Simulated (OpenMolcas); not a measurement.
Sb³⁺: effect of the basis set

| Property | Result |
| --- | --- |
| Program | OpenMolcas 26.06 |
| Method | SS-CASPT2, IPEA 0.25 Eh, imaginary shift 0.1 Eh (closed shells correlated: 4d) |
| Active space | 2 electrons in 8 orbitals (5s 5p 6s 6p) |
| State averaging | 2S+1 = 3 even, 3 roots; 2S+1 = 1 even, 7 roots; 2S+1 = 3 odd, 3 roots; 2S+1 = 1 odd, 3 roots |
| Spin-orbit coupling | state interaction with AMFI integrals over the reference wave functions, term energies averaged over their components |

A. ANO-R2 [7s6p4d2f1g], X2C, finite nucleus; CASPT2 step about 4 core-seconds
B. ANO-RCC-VTZP [7s6p4d2f1g], DKH2, point nucleus; CASPT2 step of the order of 6 core-seconds
C. ANO-RCC-VQZP [8s7p5d3f2g], DKH2, point nucleus; CASPT2 step of the order of 9 core-seconds
D. ANO-RCC [10s9p8d5f3g], DKH2, point nucleus; CASPT2 step of the order of 17 core-seconds

Energies in eV above 5s² ¹S₀, the measured ground level; measured values from Moore, Atomic Energy Levels, vol. III, NSRDS-NBS 35 (1971 reprint of NBS Circular 467, 1958).

```json
{"Level": "5s² ¹S₀", "A": "0.0000", "B": "0.0000", "C": "0.0000", "D": "0.0000", "Measured": "0.0000"}
{"Level": "5s 5p ³P°₀", "A": "7.912", "B": "7.988", "C": "7.964", "D": "7.926", "Measured": ""}
{"Level": "5s 5p ³P°₁", "A": "8.156", "B": "8.246", "C": "8.202", "D": "8.173", "Measured": "8.2697"}
{"Level": "5s 5p ³P°₂", "A": "8.762", "B": "8.888", "C": "8.795", "D": "8.788", "Measured": "8.9963"}
{"Level": "5s 5p ¹P°₁", "A": "11.585", "B": "11.690", "C": "11.589", "D": "11.554", "Measured": "11.8965"}
{"Level": "5p² ³P₀", "A": "18.730", "B": "19.011", "C": "18.931", "D": "18.879", "Measured": "18.8550"}
{"Level": "5p² ³P₁", "A": "19.151", "B": "19.412", "C": "19.278", "D": "19.231", "Measured": "19.3896"}
{"Level": "5p² ¹D₂ [55 %]", "A": "19.265", "B": "19.503", "C": "19.346", "D": "19.282", "Measured": "19.3361"}
```

Deviations, from unrounded energies. A percentage is the sum of absolute deviations over the sum of measured energies, with the sign that they share, or ± where signs differ.

| Against measurement | Levels | A | B | C | D |
| --- | --- | --- | --- | --- | --- |
| mean absolute deviation (cm-1) | 6 | 1500 | 920 | 1000 | 1200 |
| other configurations (%) | 6 | -1.3 | ±0.8 | ±0.9 | ±1.0 |

B lies closest to measurement on these levels and A furthest from it. The largest miss of B in the table is 5s 5p ¹P°₁, by -1700 cm-1. The ranking rests on the paired levels alone, and a cruder setting can come out closer through cancelling errors.

Among A to D the level of the table that moves most is 5p² ³P₀, by 2300 cm-1 (lowest in A, highest in B). Moves below CASPT2's spread within the term are not significant.

CASPT2 does not keep the components of a term degenerate, so their means are used; among the terms shown or strongly mixed into the levels shown the widest spread is 270 cm-1 (5p² ¹D, B). Over all roots computed the reference weight is 0.87 to 0.94 in A, 0.88 to 0.95 in B, 0.87 to 0.94 in C, 0.87 to 0.94 in D; the roots of lowest weight are the least certain, and an intruder state may touch them. Active for correlation alone: 6p 6s; no level in the range computed is led by a configuration that fills them, so any true level of that kind is missing. The ¹D term of p² mixes with s d, which this space lacks. Measured partners are found by configuration, term and J. A level has none where our copy of the source lacks it or the pairing is in doubt (some pairs that miss far off the trend of their configuration count as doubtful), and it then counts in no deviation. Levels of configurations outside the active space are missing. Levels that lie high or do not pair safely by name in every column are left out.

A share in square brackets marks a mixed level and gives the weight of the term that names it, the lowest over the columns. ° marks odd parity.
